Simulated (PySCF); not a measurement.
**Spin-rotation constants: `F/C=C(/F)C[SiH3]`, C₃H₆F₂Si**

Molfile (atoms numbered from 1):
```
C3H6F2Si
     RDKit          3D

 12 11  0  0  0  0  0  0  0  0999 V2000
   -2.2413   -0.5739    1.1061 F   0  0  0  0  0  0  0  0  0  0  0  0
   -1.9965   -0.2806   -0.1853 C   0  0  0  0  0  0  0  0  0  0  0  0
   -0.8784    0.3394   -0.5371 C   0  0  0  0  0  0  0  0  0  0  0  0
   -0.7110    0.5916   -1.8566 F   0  0  0  0  0  0  0  0  0  0  0  0
    0.2489    0.7521    0.3211 C   0  0  0  0  0  0  0  0  0  0  0  0
    1.7116   -0.4859    0.1752 Si  0  0  0  0  0  4  0  0  0  0  0  0
   -2.7849   -0.5869   -0.8529 H   0  0  0  0  0  0  0  0  0  0  0  0
    0.5840    1.7428    0.0138 H   0  0  0  0  0  0  0  0  0  0  0  0
   -0.0942    0.8083    1.3522 H   0  0  0  0  0  0  0  0  0  0  0  0
    2.1342   -0.5460   -1.2223 H   0  0  0  0  0  0  0  0  0  0  0  0
    2.7848    0.0303    1.0244 H   0  0  0  0  0  0  0  0  0  0  0  0
    1.2438   -1.7920    0.6355 H   0  0  0  0  0  0  0  0  0  0  0  0
  1  2  1  0
  2  3  2  0
  3  4  1  0
  3  5  1  0
  5  6  1  0
  2  7  1  0
  5  8  1  0
  5  9  1  0
  6 10  1  0
  6 11  1  0
  6 12  1  0
M  END
```

Method used: GIAO B3LYP/pcSseg-1 magnetisability, rotational g tensor and spin-rotation constants, non-relativistic, gas phase in PySCF 2.14.0. Geometry: GFN2-xTB.

Problem. Give the nuclear spin-rotation constants along the inertial axes (H = +C I·J) beside the isotropic shieldings.

Solution. Rotational constants 3.7546, 1.8256, 1.3726 GHz. A star marks the isotopologue with that one atom substituted, in its own axes.
| atom | isotope | Caa (kHz) | Cbb (kHz) | Ccc (kHz) | mean (kHz) | σ (ppm) |
| --- | --- | --- | --- | --- | --- | --- |
| F1 | 19F | 2.463 | 1.881 | 0.449 | 1.598 | 354.6 |
| F4 | 19F | 3.596 | 1.749 | 0.763 | 2.036 | 327.9 |
| H7 | 1H | 0.049 | -0.118 | -0.067 | -0.045 | 24.4 |
| H8 | 1H | -0.354 | -0.127 | -0.051 | -0.177 | 30.1 |
| H9 | 1H | -0.350 | -0.022 | -0.114 | -0.162 | 29.4 |
| H10 | 1H | -0.293 | 0.005 | -0.099 | -0.129 | 27.8 |
| H11 | 1H | -0.095 | -0.134 | -0.067 | -0.099 | 27.8 |
| H12 | 1H | -0.300 | -0.078 | -0.039 | -0.139 | 28.0 |
| C2 | 13C* | 1.259 | 0.740 | 0.408 | 0.802 | 33.3 |
| C3 | 13C* | 1.277 | 0.880 | 0.423 | 0.860 | 13.8 |
| C5 | 13C* | 0.553 | 0.262 | 0.184 | 0.333 | 169.0 |
| Si6 | 29Si* | -2.037 | -1.045 | -0.773 | -1.285 | 407.7 |

For the geometry as given, no vibrational averaging.

Problem. How do the rotational constants and the g tensor change when H7, H8, H9, H10, H11, H12 are replaced by deuterium?

Solution. Constants 3.4134, 1.6300, 1.2684 GHz; g -0.0353, -0.0136, -0.0126, against -0.0386, -0.0152, -0.0136 before.
